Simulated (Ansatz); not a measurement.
Molecule: cyclopenten-1-ylsilane, C5H10Si, charge 0, multiplicity 1. 
Coordinates optimised at B3LYP-D3(BJ)/def2-TZVP (Ansatz, a first-principles code):
```xyz
16

Si     2.1575    -0.1208    -0.1063
C      0.3049    -0.0443    -0.0440
C     -0.5126    -0.2634    -1.0787
C     -1.9705    -0.1764    -0.7091
C     -1.9341     0.4806     0.6871
C     -0.5039     0.2264     1.2144
H      2.6031    -0.4284    -1.4858
H      2.6722    -1.1655     0.8152
H      2.7500     1.1720     0.3203
H     -0.1838    -0.5151    -2.0799
H     -2.4106    -1.1803    -0.6776
H     -2.5578     0.3951    -1.4314
H     -2.7046     0.0984     1.3563
H     -2.0943     1.5553     0.5839
H     -0.1178     1.0685     1.7933
H     -0.4642    -0.6468     1.8755
```
Charge 0, spin multiplicity 1.

Total electronic energies in hartree. Cores are frozen in the correlated levels unless marked. Spin-orbit coupling is left out. Non-relativistic. CBS(X,Y): correlation extrapolated as X^-3; Hartree-Fock from the larger set.

| level | program | energy (Eh) |
|---|---|---|
| r2SCANh/def2-TZVPD | Ansatz | -485.93971 |
| HSE06-D3(BJ)/def2-TZVPD | Ansatz + dftd3 | -485.72500 |
| B2PLYP/def2-TZVPD | Ansatz | -485.78360 |
| MP2/6-31G* | Ansatz | -484.77931 |
| RI-MP2/cc-pV(T+d)Z | Ansatz | -485.11534 |
| CCSD/6-31G | Ansatz | -484.49896 |
| CCSD/cc-pV(T+d)Z | Ansatz | -485.17508 |
| CCSD/cc-pwCVTZ | Ansatz | -485.18657 |
| CCSD(T)/CBS(cc-pV(T+d)Z,cc-pV(Q+d)Z) | Ansatz | -485.3264 |

Totals of different functionals don't rank their quality; only differences between species are comparable.
